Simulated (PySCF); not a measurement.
BrCl2H2NSi, SMILES N[Si](Cl)(Cl)Br.

Geometry optimised at B3LYP-D3(BJ)/def2-SVP. This is a generated structure with no PubChem entry under its InChIKey; it may be hypothetical. One conformer was computed; it need not be the lowest.

The numbers are results of TDA-M06-2X/def2-SVPD (PySCF 2.14.0), not measurements.

Vertical excitations. Gas-phase values at a fixed geometry. State labels are in the subgroup Cs.

Q: List the lowest excited states. (Estimate from the structure and the level; the computed values follow.)

A: 
```
state  symmetry  energy (eV)  λ (nm)      f                                                                    main pairs
-----  --------  -----------  ------  -----  ----------------------------------------------------------------------------
S1           A'         6.60     188  0.012                                                                HOMO→LUMO 80 %
S2           A"         6.75     184  0.015                                          HOMO−1→LUMO 78 %, HOMO−1→LUMO+1 13 %
S3           A'         7.28     170  0.039                                            HOMO→LUMO+1 63 %, HOMO−2→LUMO 13 %
S4           A"         7.55     164  0.000                                            HOMO→LUMO+2 61 %, HOMO→LUMO+5 22 %
S5           A'         7.67     162  0.037                         HOMO−2→LUMO 53 %, HOMO→LUMO+1 17 %, HOMO−2→LUMO+1 9 %
S6           A"         7.80     159  0.042                                                              HOMO−3→LUMO 72 %
S7           A"         7.99     155  0.015                      HOMO−5→LUMO 31 %, HOMO−1→LUMO+1 26 %, HOMO−1→LUMO+3 18 %
S8           A'         8.03     154  0.141                                          HOMO−4→LUMO 59 %, HOMO−4→LUMO+1 11 %
S9           A"         8.06     154  0.016                         HOMO−1→LUMO+1 41 %, HOMO−5→LUMO 25 %, HOMO−1→LUMO 9 %
S10          A'         8.18     152  0.078  HOMO−1→LUMO+2 35 %, HOMO−1→LUMO+5 12 %, HOMO→LUMO+3 11 %, HOMO−2→LUMO+1 10 %
T1           A'         6.21     200      0                                                                HOMO→LUMO 75 %
T2           A"         6.34     196      0                                          HOMO−1→LUMO 74 %, HOMO−1→LUMO+1 15 %
T3           A'         6.83     182      0                                            HOMO−2→LUMO 43 %, HOMO→LUMO+1 33 %
T4           A'         7.25     171      0      HOMO→LUMO+1 25 %, HOMO−4→LUMO 24 %, HOMO−2→LUMO 13 %, HOMO−2→LUMO+1 13 %
```
Triplets are in the Tamm–Dancoff approximation.
